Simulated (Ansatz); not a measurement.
`C[O][GeH2][Cl]` + `FCCl` → `[Cl][GeH2][Cl]` + `COCF` at 700 K and 1 bar (formal exchange of groups at a Ge–O bond).

Gas-phase electronic energies from Ansatz, PBE0-D4/def2-TZVP geometries. CBS: MP2 limit from def2 TZ/QZ plus the TZ coupled-cluster correction, frozen cores. This one scheme is used for every species. For Ge outer-core shells are correlated without core-valence functions, which leaves a few kJ/mol of doubt a bond. Scalar relativity is left out up to krypton. Each species was taken in one conformer, which may not be the lowest.

```
         species  CCSD(T)/CBS energy (Eh)  H − E (kJ/mol)  S (J/(mol·K))
`C[O][GeH2][Cl]`              -2652.16457           222.9          453.0
          `FCCl`               -598.81139           117.8          315.0
`[Cl][GeH2][Cl]`              -2996.94498            95.7          367.9
          `COCF`               -254.05716           247.4          371.6
```

H − E and S are ideal-gas, rigid-rotor, harmonic terms from PBE0-D4/def2-TZVP, for one conformer and one mirror image of each species. 1 Eh = 2625.50 kJ/mol, R = 8.31446 J/(mol·K).

Problem. By hand: ΔE, ΔH, ΔS and ΔG.

Solution. ΔE = (-2996.94498) + (-254.05716) − (-2652.16457) − (-598.81139) = -0.02618 Eh = -68.7 kJ/mol. Δ(H − E) = 95.7 + 247.4 − 222.9 − 117.8 = 2.4, so ΔH = -66.3 kJ/mol. ΔS = 367.9 + 371.6 − 453.0 − 315.0 = -28.5 J/(mol·K). ΔG = -66.3 − 700 × (-28.5)/1000 = -46.3 kJ/mol.

Problem. By hand: the equilibrium constant, and the temperature at which ΔG would vanish if ΔH and ΔS stayed fixed.

Solution. log₁₀ K = −ΔG/(RT ln 10) = 3.5. ΔG = 0 at ΔH/ΔS = 2326 K.

ΔH outweighs TΔS. A doubt of 5 kJ/mol in ΔE shifts log₁₀ K by 0.4 here. Other conformers and mirror images would add mixing entropy, several J/(mol·K) or more a flexible species. Modes under 60 cm⁻¹, often nearly free rotors, make the harmonic entropy too high. These are equilibria of isolated gas molecules and say nothing of rates. Largest T1 diagnostic: 0.011 (customary marks: 0.02 for closed shells, 0.045 for open ones).
